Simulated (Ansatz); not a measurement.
Consider the redistribution: `N[SiH](F)P` + `NC[O][SbH2]` → `P[O][SbH2]` + `NC[SiH](N)F`.

Calculated with Ansatz (gas phase, PBE0-D4/def2-TZVP geometries, no zero-point term in ΔE). CBS: MP2 limit from def2 TZ/QZ plus the TZ coupled-cluster correction, frozen cores. Functionals use def2-TZVPP. B3LYP here is the variant with VWN-RPA as its local correlation; programs differ in this. HSE06 is defined as in plane-wave codes. def2 core potentials past Kr. For Sb outer-core shells are correlated without core-valence functions, which leaves a few kJ/mol of doubt a bond. Each species was taken in one conformer, which may not be the lowest.

| level | ΔE (kcal/mol) |
| --- | --- |
| PBE0-D4 | -0.2 |
| B3LYP-D4 | -3.1 |
| r2SCAN0-D4 | -1.6 |
| CAM-B3LYP-D4 | -4.2 |
| PBE-QIDH | -1.9 |
| r2SCAN0 | -1.6 |
| HSE06 | -0.3 |
| LC-ωPBE | -2.7 |

Task: What does CCSD(T)/CBS give? (Estimate.)

Result: Computed: -3.4 kcal/mol. The listed levels differ from it by 3.2, 0.3, 1.8, -0.8, 1.5, 1.8, 3.1, 0.7 kcal/mol.

Largest T1 diagnostic among the species: 0.015.

Leaving LDA and LC-ωPBE aside and taking each functional with its dispersion term where it has one, the values, not all of them listed here, spread over 5.6 kcal/mol, from BHLYP-D4 to PBE-D4. LDA lies +1.7 kcal/mol from PBE without D4. At CCSD(T), def2-SVP lies +5.2 kcal/mol from the extrapolated value and def2-TZVPP +0.7 kcal/mol. In def2-TZVPP, CCSD(T) changes the Hartree–Fock value by +4.0 kcal/mol (the triples alone add +0.9 kcal/mol) and MP2 by +3.2 kcal/mol.
